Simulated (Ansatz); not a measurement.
A nudged elastic band was laid between two geometries of CH6FNOSi (11 atoms, charge 0, multiplicity 1).

Computed with Ansatz, RKS CAM-B3LYP-D4/6-31G*.

```json
{
 "movable images": "7",
 "climbing image": "yes",
 "spring": "5.0 eV/Å²",
 "optimiser": "quadratic models (default)",
 "start path": "through a guess of the saddle point",
 "force threshold": "0.03 eV/Å",
 "iteration limit": "60",
 "end points": "relaxed"
}
```

Initial state:

```xyz
11
Properties=species:S:1:pos:R:3
N -0.201 -1.377 1.511
C 0.377 -0.687 0.434
F 0.024 -1.243 -0.817
O -0.060 0.616 0.436
Si -0.094 1.533 -0.964
H -1.213 -1.291 1.487
H 0.064 -2.356 1.509
H 1.469 -0.757 0.470
H -1.226 1.182 -1.851
H -0.262 2.923 -0.489
H 1.185 1.400 -1.705
```

Final state:

```xyz
11
Properties=species:S:1:pos:R:3
N -0.218 -1.684 1.260
C 0.331 -0.837 0.272
F -0.065 -1.293 -0.970
O -0.102 0.483 0.385
Si -0.079 1.539 -0.912
H -1.220 -1.526 1.325
H 0.196 -1.484 2.165
H 1.425 -0.881 0.304
H -1.191 1.301 -1.860
H -0.225 2.884 -0.314
H 1.215 1.443 -1.635
```

Problem. What changes between the two ends?

Solution. No bond is made or broken. The height of N1 over the plane of its neighbours goes from 0.35 to -0.38 Å.

Problem. What energy profile does the band end with?

Solution. The run converged. The highest image is number 4 of 0 to 8, 14.2 kJ/mol above the first end and 8.3 kJ/mol above the last; the last end lies 5.9 kJ/mol above the first. A vibrational analysis at the climbing image gives one clearly imaginary mode, 511i cm⁻¹: a first-order saddle point.

```json
{"image": "0", "path coordinate (Å)": "0.00", "energy (kJ/mol)": "0.0", "height of N1 over the plane of its neighbours (Å)": "0.35"}
{"image": "1", "path coordinate (Å)": "0.15", "energy (kJ/mol)": "0.9", "height of N1 over the plane of its neighbours (Å)": "0.31"}
{"image": "2", "path coordinate (Å)": "0.29", "energy (kJ/mol)": "5.4", "height of N1 over the plane of its neighbours (Å)": "0.21"}
{"image": "3", "path coordinate (Å)": "0.44", "energy (kJ/mol)": "11.5", "height of N1 over the plane of its neighbours (Å)": "0.08"}
{"image": "4", "path coordinate (Å)": "0.58", "energy (kJ/mol)": "14.2", "height of N1 over the plane of its neighbours (Å)": "-0.06"}
{"image": "5", "path coordinate (Å)": "0.88", "energy (kJ/mol)": "9.9", "height of N1 over the plane of its neighbours (Å)": "-0.29"}
{"image": "6", "path coordinate (Å)": "1.18", "energy (kJ/mol)": "8.0", "height of N1 over the plane of its neighbours (Å)": "-0.34"}
{"image": "7", "path coordinate (Å)": "1.48", "energy (kJ/mol)": "6.4", "height of N1 over the plane of its neighbours (Å)": "-0.36"}
{"image": "8", "path coordinate (Å)": "1.78", "energy (kJ/mol)": "5.9", "height of N1 over the plane of its neighbours (Å)": "-0.38"}
```

Problem. What is the geometry of the highest image?

Solution. 
```xyz
11
Properties=species:S:1:pos:R:3
N -0.320 -1.491 1.301
C 0.366 -0.750 0.358
F 0.089 -1.165 -0.969
O -0.004 0.580 0.423
Si -0.089 1.522 -0.960
H -1.221 -1.168 1.610
H 0.130 -2.235 1.802
H 1.449 -0.882 0.457
H -1.256 1.205 -1.812
H -0.239 2.899 -0.435
H 1.160 1.429 -1.755
```

Problem. What are the harmonic wavenumbers there?

Solution. 511i, 58, 162, 207, 260, 450, 511, 623, 727, 748, 797, 959, 975, 994, 1014, 1072, 1242, 1289, 1389, 1484, 1659, 2291, 2306, 2306, 3101, 3670, 3794 cm⁻¹.

The band took 16 iterations and roughly 6 core-minutes.

The run took 3.2 min on 2 threads of AMD EPYC 9R14 (Zen 4), with other jobs on the host, peak memory 0.23 GiB.
